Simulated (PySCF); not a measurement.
Highest occupied level (eV) of eight compounds of closed-shell metals: PBE beside PBE0, computed with PySCF for isolated molecules in the bases named; differences from unrounded values. The eight are the first of their class met in an unordered collection, after screening for sound electronic states; none was chosen by its value. Each molecule has one DFT geometry for both levels.

```json
[
 {"molecule": "Ga(OH)(OMe)(NH2) (CH6GaNO2), SMILES [Ga]([NH2])([O]C)[OH]", "basis": "def2-TZVP", "PBE0": "-7.47", "PBE": "[?]", "difference": "[?]"},
 {"molecule": "CH5ClGaNO, SMILES [O](C)[Ga]([NH2])[Cl]", "basis": "def2-TZVP", "PBE0": "-7.75", "PBE": "-6.26", "difference": "1.49"},
 {"molecule": "Al(Me)(Et)(OH) (C₃H₉AlO), SMILES C[CH2][Al]([CH3])[OH]", "basis": "def2-TZVP", "PBE0": "-7.28", "PBE": "-6.00", "difference": "1.27"},
 {"molecule": "Al(H)(Et)(vinyl) (C4H9Al), SMILES C[CH2][AlH][CH]=C", "basis": "def2-TZVP", "PBE0": "-7.37", "PBE": "-6.12", "difference": "1.25"},
 {"molecule": "Zn(SH)(SMe) (CH4S2Zn), SMILES C[S][Zn][SH]", "basis": "def2-TZVP", "PBE0": "-6.89", "PBE": "[?]", "difference": "[?]"},
 {"molecule": "C2H9AlN2, SMILES [N]([AlH][NH2])(C)C", "basis": "def2-TZVP", "PBE0": "-6.10", "PBE": "[?]", "difference": "[?]"},
 {"molecule": "Ga(F)2(OSiH3) (F2GaH3OSi), SMILES [F][Ga]([F])[O][SiH3]", "basis": "def2-TZVP", "PBE0": "-9.26", "PBE": "-7.81", "difference": "1.45"},
 {"molecule": "Al(H)(OH)(nPr) (C₃H₉AlO), SMILES [AlH]([CH2]CC)[OH]", "basis": "def2-TZVP", "PBE0": "-7.55", "PBE": "-6.30", "difference": "1.25"}
]
```

Task: Complete the blanks. (An estimate is asked for; the answer gives what the named calculation found.)

Result: 
- Ga(OH)(OMe)(NH2) (CH6GaNO2), SMILES [Ga]([NH2])([O]C)[OH], PBE: -5.97
- Ga(OH)(OMe)(NH2) (CH6GaNO2), SMILES [Ga]([NH2])([O]C)[OH], difference: 1.51
- C2H9AlN2, SMILES [N]([AlH][NH2])(C)C, PBE: -4.84
- C2H9AlN2, SMILES [N]([AlH][NH2])(C)C, difference: 1.26
- Zn(SH)(SMe) (CH4S2Zn), SMILES C[S][Zn][SH], PBE: -5.72
- Zn(SH)(SMe) (CH4S2Zn), SMILES C[S][Zn][SH], difference: 1.16

PBE lies below PBE0 in 0 and above it in 8 of the eight; the mean signed difference is 1.33 and the largest 1.51 eV.
